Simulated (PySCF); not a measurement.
A species of formula C8H11FO has this rotational fingerprint, computed with PySCF 2.14.0, PBE0-D3(BJ)/def2-SVP geometry optimisation, gas phase:

- Rotational constants: A = 3816, B = 548.6, C = 521.0 MHz
- Dipole components: |μa| = 0.48 D, |μb| = 0.97 D, |μc| = 2.05 D
- Inertial defect: -83.66 u·Å²
- κ: -0.98

Problem. Which candidate fits, each taken in the one conformer that was computed?
A. `C1C[C@@]2(C)CC([C@]1(F)C2)=O`
B. `[CH3:1][O:2][C:3]1=[C:4]([F:5])[C@@H:6]2[CH2:7][CH2:8][C@H:9]1[CH2:10]2` with C1–O2–C3–C4 -1°
C. `[CH2:1]=[CH:2][C@@H:3]([F:4])[C@H:5]1[CH2:6][C@@H:7]1[CH2:8][CH:9]=[O:10]` with C1–C2–C3–F4 -3°, C2–C3–C5–C6 91°, C6–C7–C8–C9 93°, C7–C8–C9–O10 5°

Solution. C. It is C=C[C@@H](F)[C@H]1C[C@@H]1CC=O, a near-prolate asymmetric top, point group C1. The candidates at the same level (rigid rotor, commonest isotopes):

| SMILES | A (MHz) | B (MHz) | C (MHz) | μa (D) | μb (D) | μc (D) | Δ (u·Å²) | point group | rotor |
| --- | --- | --- | --- | --- | --- | --- | --- | --- | --- |
| COC1=C(F)[C@@H]2CC[C@H]1C2 | 2185 | 1221 | 987.2 | 0.23 | 0.34 | 0.26 | -133.20 | C1 | asymmetric top |
| C=C[C@@H](F)[C@H]1C[C@@H]1CC=O | 3816 | 548.6 | 521.0 | 0.48 | 0.97 | 2.05 | -83.66 | C1 | near-prolate asymmetric top |
| C[C@@]12CC[C@@](F)(C1)C(=O)C2 | 2170 | 1251 | 1057 | 4.04 | 1.03 | 0.23 | -158.81 | C1 | asymmetric top |

`C[C@@]12CC[C@@](F)(C1)C(=O)C2` has B 128 % too high; `COC1=C(F)[C@@H]2CC[C@H]1C2` has B 123 % too high. No structure here is proved a minimum.
